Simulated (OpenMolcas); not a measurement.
V3+: moving the ligands

V3+ with 6 ligands (fluoride) in trigonal prismatic coordination (D3h) at 1.95 Å, a polar angle of 48.1° against the regular 49.1°. A charge of +0.5 e stands 2.6 Å behind each ligand. Ligand basis ANO-RCC-VDZP.
```
V     0.0000    0.0000    0.0000
F     1.4518    0.0000    1.3018
F    -0.7259    1.2573    1.3018
F    -0.7259   -1.2573    1.3018
F     1.4518    0.0000   -1.3018
F    -0.7259    1.2573   -1.3018
F    -0.7259   -1.2573   -1.3018
```

```json
{"Program": "OpenMolcas", "Method": "SS-CASPT2, IPEA 0.25 Eh, imaginary shift 0.1 Eh (closed shells correlated: 3s 3p and the ligand valence shells)", "Basis": "ANO-RCC-VTZP [6s5p3d2f1g]", "Scalar Hamiltonian": "DKH2, point nucleus", "Active space": "2 electrons in 5 orbitals (3d)", "State averaging": "2S+1 = 3 even, 10 roots; 2S+1 = 1 even, 15 roots", "Spin-orbit coupling": "state interaction with AMFI integrals over the reference wave functions"}
```

Runs around this geometry, states (labels of D3, the rotations of D3h). Energies in cm-1 above the lowest state or level, χT in cm3 K/mol.

| R (Å) | Polar angle / regular | Ground state | First state of that spin | First gap with spin-orbit (degeneracies) | χT at 300 K | First state of another spin |
| --- | --- | --- | --- | --- | --- | --- |
| 1.85 | 0.98 | 3E | 3A2 9430 | 180 (2, 2) | 0.891 | 1A1 9300 |
| 1.95 | 0.98 | 3E | 3A2 8280 | 180 (2, 2) | 0.885 | 1A1 9440 |
| 2.08 | 0.98 | 3E | 3A2 6970 | 190 (2, 2) | 0.879 | 1A1 9440 |
| 1.95 | 1.029 | 3E | 3A2 9220 | 180 (2, 2) | 0.883 | 1A1 9530 |

Taking the first state of the same spin as R^-n, n = -ln(6970 / 9430) / ln(2.08 / 1.85) = 2.6 between the shortest and longest distance.

Roots that are degenerate in the reference are averaged as groups; the widest CASPT2 spread within a group is 150 cm-1 (the 2-fold group of multiplicity 3 near 0 cm-1 above the lowest state of its run, R = 1.85, ratio = 0.98). Shifts and gaps below about the spread of the groups concerned are not significant. Over all roots computed the reference weight is 0.71 to 0.72 in R = 1.85 in ratio = 0.98, 0.71 to 0.72 in R = 1.95 in ratio = 0.98, 0.71 to 0.72 in R = 2.08 in ratio = 0.98, 0.71 to 0.72 in R = 1.95 in ratio = 1.029; a low but even weight reflects the number of correlated electrons. An orbital doublet at a regular site is open to a Jahn-Teller distortion, which this geometry leaves out. Ligand-to-metal charge-transfer states are missing. With no ligand orbital active B as a rule stays too high, so bands that hang on it stand too high and its fall with covalency is understated. Free-ion shares, where given, are those of the reference states; single-state CASPT2 does not remix them (holds for R = 2.08, ratio = 0.98). No measured value stands beside these numbers; the geometry is a model, was not optimised and need not be the one that this ion takes.
